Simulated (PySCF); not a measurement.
C6H10, SMILES C1CC1CC=C.

Coordinates come from a PBE-D3(BJ)/def2-SVP optimisation. One conformer was computed; it need not be the lowest.

The numbers are results of PBE-D3(BJ)/def2-SVP run with PySCF, not measurements.

Harmonic, unscaled wavenumbers; measured fundamentals usually lie a few per cent lower.

| mode | ν (cm⁻¹) | IR (km/mol) | moving atoms (share of kinetic energy) |
|---|---|---|---|
| 1 | 62 | 0.0 | C 64 %, H 36 % |
| 2 | 104 | 0.1 | C 61 %, H 39 % |
| 3 | 240 | 0.1 | C 60 %, H 40 % |
| 4 | 327 | 0.3 | C 58 %, H 42 % |
| 5 | 401 | 0.9 | C 52 %, H 48 % |
| 6 | 440 | 2.0 | C 51 %, H 49 % |
| 7 | 647 | 7.2 | H 58 %, C 42 % |
| 8 | 757 | 1.8 | H 86 %, C 14 % |
| 9 | 772 | 3.0 | H 69 %, C 31 % |
| 10 | 775 | 3.1 | H 60 %, C 40 % |
| 11 | 857 | 6.2 | C 56 %, H 44 % |
| 12 | 900 | 37.4 | H 72 %, C 28 % |
| 13 | 907 | 0.4 | H 55 %, C 45 % |
| 14 | 939 | 5.6 | C 51 %, H 49 % |
| 15 | 979 | 21.1 | H 67 %, C 33 % |
| 16 | 1000 | 11.9 | H 89 %, C 11 % |
| 17 | 1016 | 1.0 | C 58 %, H 42 % |
| 18 | 1025 | 1.2 | H 68 %, C 32 % |
| 19 | 1066 | 3.2 | H 67 %, C 33 % |
| 20 | 1083 | 1.1 | H 89 %, C 11 % |
| 21 | 1115 | 3.6 | H 54 %, C 46 % |
| 22 | 1141 | 1.0 | H 70 %, C 30 % |
| 23 | 1206 | 1.4 | H 64 %, C 36 % |
| 24 | 1216 | 1.4 | H 77 %, C 23 % |
| 25 | 1259 | 1.3 | H 77 %, C 23 % |
| 26 | 1290 | 1.1 | H 57 %, C 43 % |
| 27 | 1340 | 1.8 | H 68 %, C 32 % |
| 28 | 1377 | 2.4 | H 86 %, C 14 % |
| 29 | 1382 | 3.2 | H 92 %, C 8 % |
| 30 | 1407 | 7.1 | H 86 %, C 14 % |
| 31 | 1449 | 7.0 | H 53 %, C 47 % |
| 32 | 1672 | 7.6 | C 88 %, H 12 % |
| 33 | 2948 | 31.5 | H 94 % |
| 34 | 3001 | 15.2 | H 91 %, C 9 % |
| 35 | 3057 | 10.7 | H 95 % |
| 36 | 3062 | 2.9 | H 94 % |
| 37 | 3064 | 20.4 | H 95 % |
| 38 | 3072 | 18.0 | H 92 %, C 8 % |
| 39 | 3074 | 5.7 | H 92 %, C 8 % |
| 40 | 3148 | 0.4 | H 89 %, C 11 % |
| 41 | 3157 | 10.4 | H 89 %, C 11 % |
| 42 | 3164 | 10.4 | H 89 %, C 11 % |
